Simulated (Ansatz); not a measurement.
A nudged elastic band was laid between two geometries of a periodic cell of 19 atoms, Al18Si (surface Al(111), adsorbate Si).

Computed with DFT PBE, scalar-relativistic, plane waves, PAW (Ansatz). Settings: cutoff 420 eV, k mesh 3x2x1, gaussian smearing 0.15 eV, no spin polarisation.

| Quantity | Value |
| --- | --- |
| movable images | 5 |
| climbing image | yes |
| spring | 5.0 eV/Å² |
| optimiser | lbfgs |
| start path | IDPP |
| force threshold | 0.03 eV/Å |
| iteration limit | 36 |
| end points | relaxed |
| atoms held | 1 to 6 |

First end point:

```xyz
19
Lattice="5.7276 0.0000 0.0000 4.2957 7.4403 0.0000 0.0000 0.0000 16.6765" Properties=species:S:1:pos:R:3
Al 1.432 0.827 1.000
Al 4.296 0.827 1.000
Al 2.864 3.307 1.000
Al 5.728 3.307 1.000
Al 4.296 5.787 1.000
Al 7.159 5.787 1.000
Al -0.003 1.633 3.341
Al 2.865 1.649 3.339
Al 1.429 4.131 3.319
Al 4.303 4.105 3.341
Al 2.849 6.623 3.330
Al 5.740 6.601 3.329
Al -0.015 0.002 5.729
Al 2.880 0.010 5.729
Al 1.440 2.292 5.655
Al 4.301 2.427 5.757
Al 2.961 5.018 5.643
Al 5.630 5.049 5.641
Si 7.148 4.101 7.344
```

Last end point:

Only the atoms that move by more than 0.05 Å are listed.
```
Al13 0.005 -0.053 5.757
Al14 2.872 -0.188 5.655
Al15 1.334 2.569 5.641
Al16 4.392 2.538 5.643
Al17 2.880 4.970 5.729
Al18 5.713 4.962 5.729
Si19 8.580 1.621 7.344
```

Question: Which bonds break or form, and what moves?

Answer: Contacts lost: Al17–Si19, Al18–Si19. Contacts made: Al14–Si19, Al16–Si19. The atom that moves furthest is Si19, by 2.86 Å.

Question: Give the energies along the band, and the barrier.

Answer: It converged. The highest image is number 4 of 0 to 6, 0.118 eV above the ends, which have the same energy within 2 meV. By the program's own check the climbing image is a first-order saddle point (lowest curvatures found: -0.39 and 0.21 eV/Å²). Limits of this set-up: coarse k mesh, thin slab, slab without dipole correction.

```tsv
image	path coordinate (Å)	energy (eV)	Al17–Si19 (Å)	Al18–Si19 (Å)	Al14–Si19 (Å)
0	0.00	0.000	2.47	2.47	3.72
1	0.65	0.016	2.44	2.61	3.93
2	1.31	0.053	2.44	3.09	3.95
3	1.97	0.054	2.51	3.73	3.63
4	2.62	0.118	2.75	4.05	3.00
5	3.19	0.061	3.28	4.41	2.61
6	3.76	0.000	3.72	4.63	2.48
```

Question: What is the geometry of the highest image?

Answer: 
```xyz
19
Lattice="5.7276 0.0000 0.0000 4.2957 7.4403 0.0000 0.0000 0.0000 16.6765" Properties=species:S:1:pos:R:3
Al 1.432 0.827 1.000
Al 4.296 0.827 1.000
Al 2.864 3.307 1.000
Al 5.728 3.307 1.000
Al 4.296 5.787 1.000
Al 7.159 5.787 1.000
Al -0.019 1.649 3.258
Al 2.838 1.670 3.298
Al 1.421 4.180 3.336
Al 4.261 4.192 3.332
Al 2.820 6.620 3.402
Al 5.710 6.629 3.384
Al -0.042 -0.106 5.730
Al 2.840 0.037 5.844
Al 1.263 2.446 5.528
Al 4.408 2.477 5.521
Al 2.822 4.917 5.832
Al 5.724 5.006 5.716
Si 8.567 2.628 7.355
```

Time of the run: 26 min on 1 thread of Arm Neoverse V2, with other jobs on the host, peak memory 0.95 GiB.
